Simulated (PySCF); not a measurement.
**Spin–spin coupling constants**

Molfile (atoms numbered from 1):
```
C5H10Se
     RDKit          3D

 16 16  0  0  0  0  0  0  0  0999 V2000
    2.9989   -0.6591    0.5878 Se  0  0  0  0  0  2  0  0  0  0  0  0
    1.4768    0.5689    0.6666 C   0  0  0  0  0  0  0  0  0  0  0  0
    0.3175    0.1801   -0.2238 C   0  0  0  0  0  0  0  0  0  0  0  0
   -0.4316   -1.1155    0.1648 C   0  0  0  0  0  0  0  0  0  0  0  0
   -1.6998   -0.2937    0.4802 C   0  0  0  0  0  0  0  0  0  0  0  0
   -0.9822    0.9923    0.0197 C   0  0  0  0  0  0  0  0  0  0  0  0
    3.2829   -0.4080   -0.8343 H   0  0  0  0  0  0  0  0  0  0  0  0
    1.1776    0.5508    1.7276 H   0  0  0  0  0  0  0  0  0  0  0  0
    1.8321    1.5867    0.4463 H   0  0  0  0  0  0  0  0  0  0  0  0
    0.6480    0.1966   -1.2750 H   0  0  0  0  0  0  0  0  0  0  0  0
   -0.5447   -1.8347   -0.6587 H   0  0  0  0  0  0  0  0  0  0  0  0
    0.0154   -1.6538    1.0146 H   0  0  0  0  0  0  0  0  0  0  0  0
   -2.5891   -0.5640   -0.1074 H   0  0  0  0  0  0  0  0  0  0  0  0
   -1.9891   -0.2959    1.5414 H   0  0  0  0  0  0  0  0  0  0  0  0
   -1.4007    1.4488   -0.8890 H   0  0  0  0  0  0  0  0  0  0  0  0
   -0.8917    1.7829    0.7812 H   0  0  0  0  0  0  0  0  0  0  0  0
  1  2  1  0
  2  3  1  0
  3  4  1  0
  4  5  1  0
  5  6  1  0
  6  3  1  0
  1  7  1  0
  2  8  1  0
  2  9  1  0
  3 10  1  0
  4 11  1  0
  4 12  1  0
  5 13  1  0
  5 14  1  0
  6 15  1  0
  6 16  1  0
M  END
```

Method: B3LYP/pcJ-1 (pcSseg-1 on Se) (without the spin–dipole term)//PBE0-D3(BJ)/def2-SVP, PySCF 2.14.0 with density-fitted response routines; isolated molecule, single conformer, non-relativistic. Couplings are averaged over pairs made equivalent by symmetry, fast rotation or ring inversion, so a value needn't be that of the named pair in this geometry, while other rotamers aren't included; one pair stands for each set, and the list holds a selection of those of at least 0.8 Hz over up to four bonds.

Isotopes: ¹³C, ¹H.

```
    pair  bonds  J (Hz)
  C2, C3      1    36.5
  C2, H8      1   146.3
  C3, C4      1    29.6
 C3, H10      1   141.8
  C4, C5      1       ?
 C4, H11      1   140.5
 C4, H12      1   140.1
 C5, H13      1       ?
 C5, H14      1       ?
  C3, C5      2       ?
 C3, H11      2    -3.4
 C3, H12      2    -3.6
 C4, H14      2       ?
 C5, H11      2       ?
  H8, H9      2   -13.3
H11, H12      2       ?
H13, H14      2   -14.1
 C2, H11      3     6.2
  C3, H7      3     1.8
 C3, H13      3     5.1
 C3, H14      3     2.6
  C4, H9      3     6.2
 H8, H10      3       ?
H11, H13      3    12.2
H11, H14      3     8.1
H11, H16      4    -1.3
```

Question: Estimate the withheld couplings, with signs.

Answer: 
- ¹J(C4,C5) = 30.1 Hz (bond length 1.544 Å)
- ¹J(C5,H13) = 140.9 Hz (bond length 1.100 Å, sp3 carbon)
- ¹J(C5,H14) = 139.1 Hz (bond length 1.100 Å, sp3 carbon)
- ²J(C3,C5) = -7.0 Hz (angle at C4 90°)
- ²J(C4,H14) = -3.7 Hz (angle at C5 114°)
- ²J(C5,H11) = -3.3 Hz (angle at C4 115°)
- ²J(H11,H12) = -14.4 Hz (angle at C4 107°)
- ³J(H8,H10) = 9.9 Hz (mean over equivalent pairs that range from 4.8 to 15.0 Hz in this conformer)

Relativistic effects of the heavier atoms present are left out.
